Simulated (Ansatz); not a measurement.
Basis sets compared for the cluster Si₂Se. Charge 0, multiplicity 1. Geometry PBE-D4/def2-TZVP. Ansatz on 4 threads of Arm Neoverse V2 on a shared host; times are rough, and most runs start from earlier orbitals.

Cartesian coordinates in Å:
```
Si 0.272 0.633 1.188
Si 0.672 0.263 -1.168
Se -0.944 -0.895 -0.020
```

The structure comes from a short search, and lower isomers may exist.

Binding counts from free atoms (Si triplet, Se triplet) in the same basis, without a counterpoise term.

```
                            level  functions  energy (Eh)  HOMO (eV)  LUMO (eV)  binding per atom (eV)  wall time
                  PBE-D4/def2-SVP         68   -2979.4057      -5.08      -3.99                   2.97     0.35 s
                 PBE-D4/def2-TZVP        122   -2979.8993      -5.05      -3.99                   2.98      0.6 s
r2SCAN-D4/def2-TZVP (with forces)        122   -2980.4715      -5.25      -3.99                   2.85      1.7 s
                 PBE0-D4/def2-SVP         68   -2979.5255      -6.04      -3.27                   2.82      0.5 s
                PBE0-D4/def2-TZVP        122   -2980.0181      -5.97      -3.24                   2.85      1.4 s
```

Estimate the rows for PBE-D4/def2-TZVPD, r2SCAN-D4/def2-TZVPD, PBE0-D4/def2-TZVPD.


```json
{"level": "PBE-D4/def2-TZVPD", "functions": "143", "energy (Eh)": "-2979.9003", "HOMO (eV)": "-5.09", "LUMO (eV)": "-4.02", "binding per atom (eV)": "2.98", "wall time": "1.1 s"}
{"level": "r2SCAN-D4/def2-TZVPD", "functions": "143", "energy (Eh)": "-2980.4723", "HOMO (eV)": "-5.27", "LUMO (eV)": "-4.00", "binding per atom (eV)": "2.85", "wall time": "1.9 s"}
{"level": "PBE0-D4/def2-TZVPD", "functions": "143", "energy (Eh)": "-2980.0190", "HOMO (eV)": "-6.00", "LUMO (eV)": "-3.26", "binding per atom (eV)": "2.85", "wall time": "1.3 s"}
```
